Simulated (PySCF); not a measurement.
## Electronic structure of Si (silicon, neutral) at the UHF level

Configuration: [Ne] 3s2 3p2, high-spin 3P determinant. All numbers are calculated (PySCF 2.14, the spin-free X2C one-electron Hamiltonian (Gaussian nucleus), in cc-pVTZ-DK (5s4p2d1f, 34 functions)).

```
Total energy                                                  : -289.458977 hartree
One-electron energy                                           : -401.4107 hartree
Hartree (Coulomb) energy                                      : 132.3259 hartree
Exchange energy                                               : -20.3742 hartree
⟨S²⟩                                                          : 2.0146
⟨L²⟩                                                          : 2.044
Sum of ⟨r⟩                                                    : 14.43 bohr
Sum of ⟨r²⟩                                                   : 31.88 bohr²
Traceless quadrupole moment −½Σ⟨3z² − r²⟩ along its main axis : 3.55 e·bohr²
Langevin diamagnetic susceptibility                           : -25.2 ×10⁻⁶ cm³/mol
Time after the integrals                                      : 0.08 s of wall time on 1 thread of Neoverse-V2 (shared host)
```

```
shell  electrons  mean orbital energy (hartree)  spread (hartree)  rms radius, mean of both spins (bohr)
 1s α          1                      -68.97855                 0                                  0.129
 1s β          1                      -68.96901                 0                                  0.129
 2s α          1                       -6.18577                 0                                  0.612
 2s β          1                       -6.17484                 0                                  0.612
 2p α          3                       -4.26264           0.01064                                  0.599
 2p β          3                       -4.24198           0.01329                                  0.599
 3s α          1                       -0.62086                 0                                   2.38
 3s β          1                       -0.46413                 0                                   2.38
 3p α          2                       -0.30012                 0                                   2.97
```

Densities and radii are taken from the X2C orbitals without a picture-change correction, which distorts them close to the nucleus.
